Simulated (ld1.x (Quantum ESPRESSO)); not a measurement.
**An all-electron radial function and its pseudo partner (platinum)**

Columns: radius, all-electron u(r) and pseudo u(r) of the 6p shell (level -6.66 eV) of platinum in the configuration [Xe] 4f14 5d9 6s0 6p0; PBE, scalar-relativistic, PAW scheme, ld1.x (Quantum ESPRESSO) 7.5.

```json
{"r (bohr)": "0.160", "all-electron": "-0.0874", "pseudo": "0.0052"}
{"r (bohr)": "0.320", "all-electron": "0.1423", "pseudo": "0.0206"}
{"r (bohr)": "0.480", "all-electron": "0.0424", "pseudo": "0.0455"}
{"r (bohr)": "0.640", "all-electron": "-0.1440", "pseudo": "0.0787"}
{"r (bohr)": "0.800", "all-electron": "-0.2365", "pseudo": "0.1187"}
{"r (bohr)": "0.960", "all-electron": "-0.2274", "pseudo": "0.1638"}
{"r (bohr)": "1.120", "all-electron": "-0.1535", "pseudo": "0.2121"}
{"r (bohr)": "1.280", "all-electron": "-0.0496", "pseudo": "0.2617"}
{"r (bohr)": "1.440", "all-electron": "0.0616", "pseudo": "0.3109"}
{"r (bohr)": "1.600", "all-electron": "0.1675", "pseudo": "0.3580"}
{"r (bohr)": "1.760", "all-electron": "0.2622", "pseudo": "0.4019"}
{"r (bohr)": "1.920", "all-electron": "0.3432", "pseudo": "0.4415"}
{"r (bohr)": "2.080", "all-electron": "0.4102", "pseudo": "0.4761"}
{"r (bohr)": "2.240", "all-electron": "0.4638", "pseudo": "0.5055"}
{"r (bohr)": "2.400", "all-electron": "0.5050", "pseudo": "0.5294"}
{"r (bohr)": "2.560", "all-electron": "0.5354", "pseudo": "0.5481"}
{"r (bohr)": "2.720", "all-electron": "0.5561", "pseudo": "0.5616"}
{"r (bohr)": "2.880", "all-electron": "0.5686", "pseudo": "0.5704"}
{"r (bohr)": "3.040", "all-electron": "0.5741", "pseudo": "0.5744"}
{"r (bohr)": "3.200", "all-electron": "0.5737", "pseudo": "0.5737"}
{"r (bohr)": "3.360", "all-electron": "0.5683", "pseudo": "0.5683"}
{"r (bohr)": "3.520", "all-electron": "0.5589", "pseudo": "0.5589"}
{"r (bohr)": "3.680", "all-electron": "0.5461", "pseudo": "0.5461"}
{"r (bohr)": "3.840", "all-electron": "0.5306", "pseudo": "0.5306"}
{"r (bohr)": "4.000", "all-electron": "0.5129", "pseudo": "0.5129"}
{"r (bohr)": "4.160", "all-electron": "0.4935", "pseudo": "0.4935"}
```

How many radial nodes do the two functions have?

The all-electron 6p function has n − l − 1 = 4 (the table is too coarse to show those close to the nucleus); the pseudo-wave has 0, since the states of the same l below it are removed with the core.

At about which radius was the pseudo-wave matched?

3.20 bohr, where the columns begin to agree (steps of 0.16 bohr).

Where does each function peak?

Outermost all-electron maximum near 3.04 bohr, pseudo maximum near 3.04 bohr (to the table’s step).

Is the pseudo-wave norm-conserving?

No, it belongs to a PAW set: the norm inside the radius is not constrained, and the difference is carried by the augmentation charge.
